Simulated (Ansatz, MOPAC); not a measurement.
Enthalpy of formation at 298 K: 6 cases among silicon compounds with O, N or halogens, in kcal/mol, species as SMILES. Conventions: UHF or UKS for open shells; PM7 with its own dispersion and hydrogen-bond terms; no dispersion term unless named; no spin-orbit coupling; non-relativistic; valence correlation only. CBS marks a two-point X^-3 extrapolation of the correlation energy; Hartree-Fock from the larger set (for Q and 5 zeta extrapolated as (X+1)exp(-9√X)). First-principles rows: single points at B3LYP-D3(BJ) geometries (Ansatz, a quantum-chemistry and plane-wave program), with unscaled harmonic terms from B3LYP/6-31G* (Ansatz) at its own minima, enthalpies of formation by atomisation with measured atoms. Semi-empirical rows: MOPAC heats of formation at their own minima for 298 K.

Coupled cluster (Ansatz) is a level with limits of its own, used here on species with T1 under 0.025 (0.045 for open shells) and stable references: (a) CCSD(T)/CBS(aug-cc-pV(T+d)Z,aug-cc-pV(Q+d)Z); (b) CCSD(T)/CBS(cc-pV(T+d)Z,cc-pV(Q+d)Z); (c) CCSD(T)/CBS(cc-pV(Q+d)Z,cc-pV(5+d)Z).

```
species                                                atoms  coupled cluster  difference of PM7 (MOPAC)  difference of AM1 (MOPAC)  difference of PBE/3-21G (Ansatz)  difference of MP2/3-21G (Ansatz)  difference of r2SCAN-D4/def2-TZVPD (Ansatz + dftd4)  difference of B3LYP-D3(BJ)/def2-TZVPD (Ansatz + dftd3)
-----------------------------------------------------  -----  ---------------  -------------------------  -------------------------  --------------------------------  --------------------------------  ---------------------------------------------------  ------------------------------------------------------
O=[Si](F)F                                                 4       -217.9 (b)                      -13.3                       -2.8                              57.2                             113.8                                                  3.6                                                    11.4
F[Si](Cl)(Cl)Cl [trichloro(fluoro)silane]                  5       -221.2 (c)                       19.4                        2.4                              77.2                             146.4                                                  1.1                                                    17.1
F[SiH](F)[SiH2]F                                           8       -268.8 (a)                      -19.3                       22.5                              67.1                             162.8                                                  8.6                                                    13.2
[SiH3][SiH2]Cl [chloro(silyl)silane]                       8        -27.5 (c)                        4.1                        1.8                              48.9                             139.3                                                  2.0                                                     3.1
[SiH3][Si]([SiH3])(O)[SiH3] [hydroxy(trisilyl)silane]     15        -45.8 (b)                       -4.0                       15.0                              76.2                             256.1                                                  5.6                                                     4.8
COC[SiH2][SiH3]                                           15        -24.6 (b)                       -5.3                      -13.0                              25.6                             217.9                                                  1.8                                                     0.3
```

| level | cases | mean signed difference | mean absolute difference | median absolute difference | largest absolute difference |
|---|---|---|---|---|---|
| PM7 (MOPAC) | 6 | -3.07 | 10.90 | 9.30 | 19.4 |
| AM1 (MOPAC) | 6 | 4.32 | 9.58 | 7.90 | 22.5 |
| PBE/3-21G (Ansatz) | 6 | 58.70 | 58.70 | 62.15 | 77.2 |
| MP2/3-21G (Ansatz) | 6 | 172.72 | 172.72 | 154.60 | 256.1 |
| r2SCAN-D4/def2-TZVPD (Ansatz + dftd4) | 6 | 3.78 | 3.78 | 2.80 | 8.6 |
| B3LYP-D3(BJ)/def2-TZVPD (Ansatz + dftd3) | 6 | 8.32 | 8.32 | 8.10 | 17.1 |

PM7 lies above in 2 of 6 cases and within 2 kcal/mol in 0; mean signed difference -3.07 kcal/mol, mean absolute 10.90 kcal/mol (14.03 over the 4 cases of up to 8 atoms, 4.65 over the larger). These figures hold for the species listed.

How the rows were picked: cases drawn at random among the computed members of the class with clean coupled-cluster diagnostics. The batch they came from held 38 cases of this property in the class: 3 with a tabulated value, 34 with clean coupled cluster alone, 1 with neither, which enter no statistics. The levels are drawn from those run on every case listed, the commonest habits more often. No case is left out for the size of its miss. Left out are saddle points of the reference geometry, anions that the best level run finds unbound, excited spin states, species near biochemistry, 298 K rows of species without real B3LYP wavenumbers, cases with under five habitual levels, runs that failed or that the program found above a lower state of the same kind, table entries that another table contradicts, and a share of species set aside by lot.
